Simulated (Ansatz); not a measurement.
Abridged output of a molecular run in Ansatz:

```
Functional definition: HF
1523 factors; integrals over basis functions are off by at most 8.5e-4 eV
mean field evaluation 1: about -23184.1085 eV, gradient 3.6e1 eV
mean field evaluation 2: about -23184.3517 eV, gradient 3.6e1 eV
mean field evaluation 4: about -23187.6927 eV, gradient 4.1e0 eV
mean field evaluation 8: about -23187.7666 eV, gradient 2.9e-1 eV
mean field evaluation 16: about -23187.7672 eV, gradient 2.1e-6 eV
mean field -23187.76717461 eV, -852.1347264337 hartree, gradient 2.1e-6 eV, S^2 0.000000; 0 other end points of the search recorded, 0 dependent functions left out
13 core orbitals not correlated: weight in the atoms' cores, before any rotation towards them, 1.000 or more for the frozen orbitals, at most 0.000 for the correlated occupied ones
reference -23187.76717461 eV, -852.1347264337 hartree; 15, 15 occupied and 233, 233 virtual orbitals, 1523 factors
second order -22.43323818 eV of doubles, -0.00000000 eV of singles
cycle   1  -23.27369651 eV  change   -8.4e-1 eV  update   1.1e-1
cycle   2  -23.82591281 eV  change   -5.5e-1 eV  update   3.2e-2
cycle   3  -23.94976002 eV  change   -1.2e-1 eV  update   1.8e-2
cycle   4  -23.93907812 eV  change    1.1e-2 eV  update   5.5e-3
cycle   5  -23.93568709 eV  change    3.4e-3 eV  update   2.6e-3
cycle   6  -23.93626950 eV  change   -5.8e-4 eV  update   1.0e-3
cycle   7  -23.93599697 eV  change    2.7e-4 eV  update   3.5e-4
cycle   8  -23.93598997 eV  change    7.0e-6 eV  update   1.1e-4
cycle   9  -23.93605590 eV  change   -6.6e-5 eV  update   4.5e-5
cycle  10  -23.93605946 eV  change   -3.6e-6 eV  update   1.5e-5
perturbative correction -0.90771006 eV, -0.0333577295 hartree
Total energy: -23212.61094413 eV, -853.0477181239 hartree
```

Its atoms:

Cartesian coordinates in Å:
```
C -0.5849 -0.5023 1.3128
Si -0.3691 -0.6797 -0.5296
F 0.0703 -2.1994 -0.8324
B 0.9806 0.5785 -1.3200
S 1.3500 2.1646 -0.6454
H -0.9893 0.4831 1.5620
H 0.3625 -0.6275 1.8420
H -1.2885 -1.2498 1.6870
H -1.6840 -0.4691 -1.2031
H 1.5894 0.3423 -2.3205
H 0.5630 2.1594 0.4470
```

(1) Which basis set was used?
A. def2-QZVPP
B. def2-TZVPP
C. def2-SVPD
D. cc-pV(Q+d)Z

(2) Write the keys of the input that set method, charge and spin (a neutral closed shell needs none for the last two).

## Answers

(1) B. It gives 261 functions.

(2) 
```yaml
correlation: {method: ccsd_t}
```
